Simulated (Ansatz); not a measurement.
Molecule: TaH5, charge 0, multiplicity 1. SMILES: [TaH5]
Geometry: optimised at B3LYP-D3(BJ)/def2-TZVP (Ansatz, a program for electronic structure).

Parts of the frozen-core correlation energy in def2-SVP (Ansatz, hartree). Frozen orbitals: 4; correlated occupied orbitals by spin: 5 and 5; virtual: 48 and 48. No spin-orbit coupling. In def2 rows, elements after Kr have scalar-relativistic effective core potentials.

```
term                           value
-------------------------  ---------
reference (HF)             -59.14869
MP2 opposite-spin                ___
MP2 same-spin               -0.02270
CCSD correlation                 ___
(T)                              ___
CCSDT minus CCSD(T)         -0.00116
T1 diagnostic                  0.028
largest doubles amplitude      0.053
```

Task: What belongs in the gaps?

Result: 
- MP2 opposite-spin, value: -0.14393
- CCSD correlation, value: -0.20101
- (T), value: -0.00569
